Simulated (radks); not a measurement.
Numerical settings for the iridium ion Ir2+, [Xe] 4f14 5d7. Method: Dirac Kohn-Sham, LDA (Slater exchange, Perdew-Wang correlation), spin-unpolarised, spherical densities, point nucleus; open shells fill j = l - 1/2 first; computed with a radial shooting solver on a logarithmic mesh with Libxc functionals. The defaults (mesh step 0.008 in ln r, mesh end at 40 bohr or more with all orbitals vanishing there, Anderson mixing 0.5 over 9 steps, residual threshold near 1e-9 with the energy settled to 1e-9 hartree or 1e-11 of itself, here a cap of 74 iterations) give E = -17846.957 hartree and 5d5/2 at -24.022 eV in 16 iterations. Run on one thread of a shared host, so times are rough (Intel(R) Xeon(R) Platinum 8488C): 0.21 s of CPU time, 0.21 s wall, 16 iterations on 2541 mesh points. Changes against that run (0 stands for a change within the tolerance of the run):

setting                     iterations  converged  E (mhartree)  e(5d5/2) (meV)  CPU (s)
mesh step in ln r 0.012             16        yes             0               0     0.14
mesh step in ln r 0.05              16        yes         +0.24         -0.0183     0.04
mesh step in ln r 0.2                4         no      diverged               -     0.01
mesh end (bohr) 5                   16        yes         +9.29            +289     0.19
mesh end (bohr) 8                   16        yes         +0.01           +0.72     0.19
residual threshold 1e-05            10        yes             0          +0.248     0.16
residual threshold 1e-13            22        yes             0               0     0.34
mixing 1.5                          16        yes             0               0     0.33
linear mixing, mixing 0.8           74         no     +2.14e+05            -482      2.6
linear mixing, mixing 0.05          74         no        +0.138            -174     0.85
mixing history 2                    21        yes             0               0     0.24
iteration cap 5                      5         no         +1.36            +345     0.09

Settings that end as converged yet miss the energy by more than 1 mhartree: mesh end (bohr) 5 (+0.00929 hartree). A mesh that ends early acts as a hard wall.
